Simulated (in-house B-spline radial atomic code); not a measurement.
A run on neutral dysprosium (an excited or competing configuration) that did not converge. Method: scalar-relativistic (X2C) wB97X, spin-polarised, spherical fractional occupations, Fermi nucleus of rms radius 5.2218 fm; computed with a B-spline radial code for spherical atoms. In the input, 2p2,3 would mean two up and three down electrons.

Command:
```bash
python run_scf.py task.json out
```
Settings (nuclear radius in fm, mass in u):
```
Z                66
configuration    1s2 2s2 2p6 3s2 3p6 3d10 4s2 4p6 4d5,4 4f3,7 5s2 5p6 6s2 6d1,0
hamiltonian      x2c
method           wb97x
spin_polarised   True
nucleus          fermi
rms_radius       5.2218
atomic_mass      163.92918
speed_of_light   137.035999084
```

First and last ten iterations of the last attempt (damped for 15 steps, keeping 80 % of the old Fock matrix, then DIIS):
```
 iter        energy (Eh)    residual
    1      -12085.090420    8.61e-01
    2      -12103.136913    1.40e+00
    3      -12125.884210    9.05e-01
    4      -12138.358670    5.67e-01
    5      -12144.829396    3.90e-01
    6      -12148.000333    2.56e-01
    7      -12149.485573    1.74e-01
    8      -12150.171204    1.21e-01
    9      -12150.497698    8.44e-02
   10      -12150.664160    5.88e-02
  111      -12150.883238    4.24e-04
  112      -12150.883243    3.79e-04
  113      -12150.883243    3.58e-04
  114      -12150.883242    4.67e-04
  115      -12150.883236    7.02e-04
  116      -12150.883244    2.63e-04
  117      -12150.883246    1.13e-04
  118      -12150.883246    7.94e-05
  119      -12150.883247    1.38e-05
  120      -12150.883247    7.37e-07
 not converged after 120 iterations
```

The smallest residual met was 7.4e-07; the threshold is about 7e-07. Over the last five steps the energy moves by less than 4e-06 hartree, but the orbitals didn't meet the threshold. Time taken, with all properties: 34 s on 1 thread of Arm Neoverse V2, with other jobs on the host.
